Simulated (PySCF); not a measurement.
**Bonding in `CC(=O)NC=C1C=CC=C1`**

C8H9NO.
Numbering: `[CH3:1][C:2](=[O:3])[NH:4][CH:5]=[C:6]1[CH:7]=[CH:8][CH:9]=[CH:10]1` (hydrogens: H11, H12, H13 on C1; H14 on N4; H15 on C5; H16 on C7; H17 on C8; H18 on C9; H19 on C10)

Structure used (PBE0-D3(BJ)/def2-SVP), in Å, numbered top down from 1:
```xyz
19
C8H9NO angstrom
C      3.5100    0.1248   -0.0135
C      2.3211   -0.6576   -0.5068
O      2.3964   -1.6264   -1.2228
N      1.0966   -0.1701   -0.0642
C     -0.0962   -0.7443   -0.4006
C     -1.3176   -0.3047    0.0033
C     -1.6434    0.8345    0.8519
C     -3.0003    0.8763    0.9768
C     -3.5841   -0.2237    0.2207
C     -2.5805   -0.9334   -0.3649
H      3.4507    1.1742   -0.3420
H      4.4221   -0.3303   -0.4147
H      3.5522    0.1173    1.0869
H      1.0851    0.6479    0.5337
H      0.0171   -1.6198   -1.0455
H     -0.9358    1.5293    1.3062
H     -3.5678    1.6116    1.5494
H     -4.6519   -0.4317    0.1446
H     -2.6722   -1.8155   -0.9986
```

Bond orders from the PBE0/pcSseg-1 density (PySCF). Geometry: PBE0-D3(BJ)/def2-SVP, one conformer, isolated molecule.

Problem. Where do the orders between heavy atoms depart from those drawn in the SMILES?

Solution. The largest departure is 0.438, at C5–C6 (drawn double, 1.562). Drawn single, order above 1.12: C8–C9 (1.152) and C10–C6 (1.123). Drawn double or triple, more than 0.30 short of the drawn order: C5–C6 (1.562), C7–C8 (1.688) and C9–C10 (1.670).

Problem. Set the Mayer orders of the bonds beside their lengths.

Solution. 
| bond | drawn as | length (Å) | Mayer order |
| --- | --- | --- | --- |
| C1–C2 | single | 1.506 | 1.011 |
| C2–O3 | double | 1.207 | 1.956 |
| C2–N4 | single | 1.390 | 1.035 |
| N4–C5 | single | 1.366 | 1.088 |
| C5–C6 | double | 1.359 | 1.562 |
| C6–C7 | single | 1.457 | 1.117 |
| C7–C8 | double | 1.363 | 1.688 |
| C8–C9 | single | 1.457 | 1.152 |
| C9–C10 | double | 1.362 | 1.670 |
| C10–C6 | single | 1.458 | 1.123 |
| C1–H11 | single | 1.101 | 0.944 |
| C1–H12 | single | 1.095 | 0.954 |
| C1–H13 | single | 1.101 | 0.944 |
| N4–H14 | single | 1.013 | 0.911 |
| C5–H15 | single | 1.093 | 0.952 |
| C7–H16 | single | 1.091 | 0.982 |
| C8–H17 | single | 1.091 | 0.977 |
| C9–H18 | single | 1.090 | 0.978 |
| C10–H19 | single | 1.090 | 0.999 |

By pair of heavy elements: C–C: lowest C1–C2 (1.011, 1.506 Å), highest C7–C8 (1.688, 1.363 Å); in 1 of the 21 pairs the longer bond (by over 0.003 Å) has the higher order (by 0.02 or more). C–N: lowest C2–N4 (1.035, 1.390 Å), highest N4–C5 (1.088, 1.366 Å).

Problem. Sum the orders of all bonds at each heavy atom with more than one neighbour and set the sums beside the valence in the SMILES.

Solution. C1 3.853 (drawn 4), C2 4.002 (drawn 4), N4 3.034 (drawn 3), C5 3.602 (drawn 4), C6 3.802 (drawn 4), C7 3.787 (drawn 4), C8 3.817 (drawn 4), C9 3.800 (drawn 4), C10 3.792 (drawn 4). Orders between atoms that aren't bonded are not in these sums.

For a closed shell the Mayer order of atoms A and B is Σ (PS)μν (PS)νμ over the basis functions μ on A and ν on B, with P the density and S the overlap matrix.
